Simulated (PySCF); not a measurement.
Geometry:
```
atom   x (Å)   y (Å)   z (Å)
 Si1  -0.349  -0.031  -0.264
  N2  -0.363  -0.012   1.436
  H3   0.099   0.740   1.936
  H4  -1.162  -0.380   1.940
  N5   1.254   0.039  -0.825
  H6   1.936  -0.644  -0.513
  H7   1.450   0.385  -1.756
 Cl8  -1.294   1.550  -1.208
 Cl9  -1.439  -1.718  -0.771
```

Geometry: PBE0-D3(BJ)/def2-SVP; GIAO shifts from PySCF 2.14, gas phase, non-relativistic, averaged over equivalent atoms.

At PBE0/pcSseg-1 (126 basis functions, 16 s wall time on 1 thread of an Intel Xeon Platinum 8488C, shared host):
| atoms | δ (ppm) |
| --- | --- |
| Si1 | -14.0 |
| N2/N5 | 44.3 |
| H3/H4/H6/H7 | 1.17 |
| Cl8/Cl9 | 100.3 |

Referencing at the same level of theory: 29Si (351.99 ppm) and 1H (31.27 ppm) against TMS; NH3 for 15N (265.67 ppm); HCl for 35Cl (943.27 ppm).

Estimate the result of repeating the calculation with B3LYP/pcSseg-1.

Results:


```json
{"atoms": "Si1", "δ at B3LYP/pcSseg-1": "-16.3", "change": "-2.3"}
{"atoms": "N2/N5", "δ at B3LYP/pcSseg-1": "45.7", "change": "+1.4"}
{"atoms": "H3/H4/H6/H7", "δ at B3LYP/pcSseg-1": "1.11", "change": "-0.06"}
{"atoms": "Cl8/Cl9", "δ at B3LYP/pcSseg-1": "97.1", "change": "-3.2"}
```

Chemical shifts δ = σref − σ; 29Si (σref 337.86), 1H (σref 31.38) vs TMS; 15N (σref 263.54) vs NH3; 35Cl (σref 930.46) vs HCl, all at this level.

The largest change is at Cl8/Cl9 (chlorine bonded to Si). Cost: 126 basis functions, 9.2 s wall time on 1 thread of an Intel Xeon Platinum 8488C, shared host.

Experimental scales use liquid or dissolved standards, which lie at an offset from isolated NH3 (liquid NH3: subtract about 20 ppm).
